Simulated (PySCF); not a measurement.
Relaxation of triplet PrH₂⁺

Computed with PySCF, UPBE0, basis Pr def2-TZVP with ECP28, H def2-TZVP (scalar-relativistic core potentials, no spin–orbit coupling, density fitting). A (50,194) grid was used.

A start displaced from a saddle point along its imaginary mode, of C2v symmetry, held to at least that symmetry:

```xyz
3
charge 1 multiplicity 3, angstrom
Pr   -0.0012   -0.0012    0.0000
H     0.0849    0.0849    2.0569
H     0.0849    0.0849   -2.0569
```

Optimiser trace:
```tsv
step	E − E(last) (kJ/mol)	largest gradient (Eh/bohr)
0	36.90	0.00232
1	36.31	0.00286
2	35.44	0.00344
3	34.19	0.00400
4	32.49	0.00443
5	30.33	0.00463
6	27.82	0.00515
7	25.14	0.00632
8	16.73	0.01607
9	15.21	0.01294
10	13.70	0.01216
11	1.50	0.00307
12	0.01	0.00044
13	0.00	0.00006
```

It ends at C2v with Pr–H 1.941 Å (×2); H–Pr–H 114.6°. No frequency check is given, so it may be a saddle point. Other isomers or separated fragments may lie lower. A symmetry-breaking gradient of 0.0013 Eh/bohr is left: the electronic state wants a lower symmetry.

Final geometry:
Z-matrix (Å, degrees; charge 1 multiplicity 3):
```
Pr
H  1 1.9414
H  1 1.9414 2 114.57
```

Other spin states or occupations of the open shell can lie lower. The pruned grid is coarse for the open f shell: energies are uncertain by about 2 kJ/mol and soft modes are noisy. No spin–orbit coupling is included, which matters more the heavier the element.

The relaxation took roughly 2.3 core-minutes on a shared host.
